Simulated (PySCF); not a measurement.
H3S, SMILES [SH3+], charge +1. Atoms are numbered in the order given.

```xyz
4

S      0.0000     0.0000     0.1143
H      0.9950    -0.5745    -0.6098
H     -0.9950    -0.5745    -0.6098
H      0.0000     1.1489    -0.6098
```
Charge +1, spin multiplicity 1.

Coordinates come from a B3LYP-D3(BJ)/def2-TZVPD optimisation. The isomer is the one that the SMILES or the coordinates give; other isomers of the formula were not compared.

Level of theory: PBE0/pcJ-2 in PySCF.

Isotropic couplings with Fermi-contact, spin-dipole and both spin-orbit terms, one fixed conformer, no vibrational averaging. Isotopes: 1H.

Question: Estimate the spin–spin coupling constants. (The exact figures need the calculation; the answer reports its results.)

Answer: 
```csv
pair,bonds apart,J (Hz)
H2–H3,2,-16.4
H2–H4,2,-16.4
H3–H4,2,-16.4
```
